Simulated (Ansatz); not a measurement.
Gas-phase electronic energies from Ansatz, PBE0-D4/def2-TZVP geometries. CCSD(T)/CBS adds triple-zeta CCSD(T) − MP2 to the extrapolated MP2 energy (def2 sets, frozen cores). This one scheme is used for every species. DFT in def2-TZVPP. B3LYP here is the variant with VWN-RPA as its local correlation; programs differ in this.

`ClB1CC1Cl` + H–F → `FB1CC1Cl` + HCl  (ligand exchange at a B–Cl bond)

Q: Is it downhill or uphill in electronic energy at CCSD(T)/CBS, and by how much? (Best estimate.)

A: The calculation gave: Downhill: ΔE = -31.1 kJ/mol.

Q: What do these levels give: B3LYP-D4, r2SCANh-D4, BHLYP-D4, ωB97M-V, PBE, r2SCAN0, CAM-B3LYP, HF/def2-SVP, CCSD/def2-SVP, SCS-MP2/def2-TZVPP, HF/def2-QZVPP, MP2/CBS(def2)? (An estimate is asked.)

A: Computed: B3LYP-D4 -38.6, r2SCANh-D4 -35.5, BHLYP-D4 -40.7, ωB97M-V -38.6, PBE -34.3, r2SCAN0 -36.0, CAM-B3LYP -47.1, HF/def2-SVP -53.8, CCSD/def2-SVP -45.8, SCS-MP2/def2-TZVPP -33.2, HF/def2-QZVPP -52.2, MP2/CBS(def2) -23.4 kJ/mol.

Largest T1 diagnostic among the species: 0.012.

In def2-TZVPP, CCSD(T) changes the Hartree–Fock value by +16.8 kJ/mol (the triples alone add +3.1 kJ/mol) and MP2 by +24.5 kJ/mol. At CCSD(T), def2-SVP lies −13.4 kJ/mol from the extrapolated value and def2-TZVPP −3.4 kJ/mol. The D4 term adds +5.5 kJ/mol with B3LYP and +3.1 kJ/mol with PBE0; it sums over pairs of atoms, weighted by their polarisabilities, and B3LYP, whose exchange is more repulsive, gets the larger term.
